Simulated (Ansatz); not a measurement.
Program: Ansatz. Geometries: PBE0-D4/def2-TZVP. ΔE: electronic, gas phase. CCSD(T)/CBS is the MP2 limit (def2-TZVPP, def2-QZVPP) plus CCSD(T) − MP2 in def2-TZVPP, frozen cores. Functionals use def2-TZVPP. B3LYP here is the variant with VWN-RPA as its local correlation; programs differ in this. One conformer a species, not always the lowest.

Reaction (cleavage of the B–Si bond): `OB(F)[SiH2]S` + `CNC` → `CN(C)B(O)F` + `[SiH3]S`

`OB(F)[SiH2]S`:

Cartesian coordinates in Å:
```
O 0.217 -0.910 1.503
B -0.562 -0.803 0.408
F -1.610 -1.620 0.275
Si -0.111 0.561 -1.028
S 1.217 2.040 -0.229
H -0.069 -1.597 2.117
H 0.478 -0.141 -2.203
H -1.322 1.278 -1.503
H 1.761 1.193 0.660
```

`CNC`:

```xyz
10

C    -0.981    0.074    0.702
N    -0.370    0.028   -0.606
C     1.073    0.074   -0.551
H    -2.065   -0.021    0.611
H    -0.772    1.042    1.168
H    -0.621   -0.707    1.394
H    -0.668   -0.806   -1.095
H     1.391    1.043   -0.153
H     1.488   -0.020   -1.556
H     1.524   -0.707    0.085
```

`CN(C)B(O)F`:

```xyz
13

C    -0.356    1.501   -0.140
N     0.031    0.121    0.041
C    -0.758   -0.799   -0.732
B     1.085   -0.252    0.898
O     1.523   -1.523    1.133
F     1.743    0.708    1.564
H     0.272    2.150    0.466
H    -1.401    1.657    0.152
H    -0.256    1.802   -1.190
H    -1.820   -0.734   -0.465
H    -0.673   -0.592   -1.806
H    -0.445   -1.833   -0.574
H     1.052   -2.206    0.656
```

`[SiH3]S`:

```xyz
6

Si    0.047    0.177    0.495
S    -0.054   -1.273   -1.071
H     1.194    1.102    0.311
H     0.229   -0.614    1.735
H    -1.202    0.976    0.582
H    -0.215   -0.368   -2.051
```

```csv
level,ΔE (kJ/mol),difference from CCSD(T)/CBS
PBE-D4,-108.8,13.2
r2SCAN-D4,-121.8,0.2
PBE0-D4,-116.0,6.0
B3LYP-D4,-121.1,0.9
ωB97X-V,-118.6,3.4
ωB97M-V,-123.6,-1.6
PBE0,-115.1,6.9
B3LYP,-119.4,2.6
HF/def2-TZVPP,-131.7,-9.7
MP2/def2-TZVPP,-128.2,-6.2
CCSD/def2-TZVPP,-125.0,-3.0
CCSD(T)/def2-TZVPP,-123.6,-1.6
HF/def2-QZVPP,-132.1,-10.1
MP2/def2-QZVPP,-127.5,-5.5
SCS-MP2/def2-QZVPP,-126.5,-4.5
MP2/CBS(def2),-126.7,-4.7
CCSD(T)/CBS,-122.0,0
```

Largest T1 diagnostic among the species: 0.013.

In def2-TZVPP, CCSD(T) changes the Hartree–Fock value by +8.1 kJ/mol (the triples alone add +1.4 kJ/mol) and MP2 by +3.5 kJ/mol. From PBE to PBE0 (25 % exact exchange), in def2-TZVPP and without D4, ΔE moves by −7.6 kJ/mol.
